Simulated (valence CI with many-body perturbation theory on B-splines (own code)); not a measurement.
# Level structure of Cr¹⁰⁺

Calculated by valence CI with perturbative core correlation (CI+MBPT): four valence electrons over a frozen Dirac-Fock core [Ne], a basis of 11 s, 11 p, 9 d, 7 f, 5 g, 2 h, 1 i functions for each j, with the one-electron correlation potential Σ1 (screened to all orders), the two-electron term Σ2, the three-electron term Σ3, Breit, model QED; selected single and double excitations, second order for the rest, scaled by the run's own slope (own B-spline code, finite nucleus).

No measured spectrum was set against this ion. As an estimate, levels of excited configurations hold to 0.05 to 0.15 % of their energy, terms of the ground configuration to about 0.5 %.

Levels 46 to 71 of 71, with energies above the lowest level, 3s²3p² ³P_0. "Leading %" is the weight of the configuration and term that name the level; weights of strongly mixed levels are sums over their largest components and can fall short. Lifetimes count E1, E2, E3, M1 and M2 decay at the calculated energies, and are blank where another channel may lead or the interval is too uncertain; long ones can be off by a factor of two.

| No. | Configuration | Term | J | E (cm⁻¹) | Leading % | Lifetime | Second component |
| --- | --- | --- | --- | --- | --- | --- | --- |
| 46 | 3s3p²3d | ⁵P | 3 | 600960 | 98 | 21.1 ps |  |
| 47 | 3s3p²3d | ⁵P | 2 | 603380 | 98 | 20.8 ps |  |
| 48 | 3s3p²3d | ⁵P | 1 | 604850 | 98 | 20.5 ps |  |
| 49 | 3s3p²3d | ³P | 2 | 617030 | 70 | 30.3 ps | 24 % 3p⁴ ³P |
| 50 | 3s3p²3d | ³P | 1 | 623030 | 69 | 29.8 ps | 24 % 3p⁴ ³P |
| 51 | 3s3p²3d | ³P | 0 | 626810 | 68 | 29.9 ps | 24 % 3p⁴ ³P |
| 52 | 3s3p²3d | ³G | 3 | 641290 | 96 | 171 ps |  |
| 53 | 3s3p²3d | ³G | 4 | 642270 | 97 | 182 ps |  |
| 54 | 3s3p²3d | ³G | 5 | 643490 | 98 | 196 ps |  |
| 55 | 3s3p²3d | ³D | 1 | 650980 | 96 | 30.2 ps |  |
| 56 | 3s3p²3d | ³D | 2 | 651440 | 95 | 29.6 ps |  |
| 57 | 3s3p²3d | ³D | 3 | 651960 | 91 | 29.3 ps | 5 % 3s3p²3d ¹F |
| 58 | 3s3p²3d | ¹G | 4 | 656830 | 80 | 803 ps | 15 % 3s²3d² ¹G |
| 59 | 3s3p²3d | ¹F | 3 | 660700 | 88 | 56.8 ps | 5 % 3s3p²3d ³D |
| 60 | 3s3p²3d | ³F | 2 | 673420 | 83 | 25.1 ps | 7 % 3s3p²3d ³D |
| 61 | 3s3p²3d | ³F | 3 | 677010 | 80 | 24.1 ps | 9 % 3s3p²3d ³D |
| 62 | 3s3p²3d | ³D | 1 | 679500 | 94 | 35.2 ps | 4 % 3s3p²3d ¹P |
| 63 | 3s3p²3d | ³D | 2 | 681250 | 88 | 36.8 ps | 4 % 3s3p²3d ³F |
| 64 | 3s3p²3d | ³F | 4 | 682290 | 88 | 22.4 ps | 7 % 3s²3d² ³F |
| 65 | 3s3p²3d | ¹P | 1 | 683150 | 87 | 26.7 ps | 7 % 3s3p²3d ³D |
| 66 | 3s3p²3d | ³D | 3 | 684620 | 85 | 41.8 ps | 11 % 3s3p²3d ³F |
| 67 | 3s3p²3d | ³P | 0 | 686330 | 78 | 25.3 ps | 15 % 3s²3d² ³P |
| 68 | 3s3p²3d | ³P | 1 | 687680 | 76 | 25.5 ps | 15 % 3s²3d² ³P |
| 69 | 3s3p²3d | ³P | 2 | 690200 | 73 | 25.3 ps | 16 % 3s²3d² ³P |
| 70 | 3s3p²3d | ³S | 1 | 700350 | 94 | 25.1 ps |  |
| 71 | 3s3p²3d | ³D | 1 | 703280 | 90 | 29.2 ps |  |

Names give the largest LS component (configuration and term), which can be under half, so a name can repeat, a term be missing and a line seem to break the LS rules; names also repeat where a configuration has a term twice.
